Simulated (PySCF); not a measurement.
GeH3ISe, SMILES [Se](I)[GeH3]. Atoms are numbered in the order given.

```xyz
6

Se     1.1631     0.4458     0.0000
I     -0.3183    -1.6474     0.0000
Ge    -0.6195     2.0327     0.0000
H      0.1049     3.4050     0.0000
H     -1.4785     1.8525     1.2753
H     -1.4785     1.8525    -1.2753
```

The structure is a stationary point at PBE-D3(BJ)/def2-SVP. The structure was generated by enumeration, and PubChem lists no compound with its InChIKey, so it may never have been made. The def2 effective core potentials stand for the cores of I; spin–orbit coupling is left out.

Computed with PBE-D3(BJ)/def2-SVP (PySCF 2.14.0).

Frequencies are harmonic and unscaled.

```json
[
 {"mode": "1", "ν (cm⁻¹)": "70", "IR (km/mol)": "0.2", "moving atoms (share of kinetic energy)": "Ge 46 %, I 31 %, Se 18 %"},
 {"mode": "2", "ν (cm⁻¹)": "115", "IR (km/mol)": "0.1", "moving atoms (share of kinetic energy)": "H 98 %"},
 {"mode": "3", "ν (cm⁻¹)": "235", "IR (km/mol)": "1.3", "moving atoms (share of kinetic energy)": "Se 60 %, I 38 %"},
 {"mode": "4", "ν (cm⁻¹)": "271", "IR (km/mol)": "7.4", "moving atoms (share of kinetic energy)": "Se 49 %, Ge 48 %"},
 {"mode": "5", "ν (cm⁻¹)": "502", "IR (km/mol)": "5.7", "moving atoms (share of kinetic energy)": "H 93 %"},
 {"mode": "6", "ν (cm⁻¹)": "519", "IR (km/mol)": "6.3", "moving atoms (share of kinetic energy)": "H 96 %"},
 {"mode": "7", "ν (cm⁻¹)": "773", "IR (km/mol)": "229.4", "moving atoms (share of kinetic energy)": "H 97 %"},
 {"mode": "8", "ν (cm⁻¹)": "822", "IR (km/mol)": "29.7", "moving atoms (share of kinetic energy)": "H 99 %"},
 {"mode": "9", "ν (cm⁻¹)": "846", "IR (km/mol)": "29.9", "moving atoms (share of kinetic energy)": "H 99 %"},
 {"mode": "10", "ν (cm⁻¹)": "2073", "IR (km/mol)": "77.5", "moving atoms (share of kinetic energy)": "H 100 %"},
 {"mode": "11", "ν (cm⁻¹)": "2098", "IR (km/mol)": "66.8", "moving atoms (share of kinetic energy)": "H 98 %"},
 {"mode": "12", "ν (cm⁻¹)": "2099", "IR (km/mol)": "85.0", "moving atoms (share of kinetic energy)": "H 98 %"}
]
```
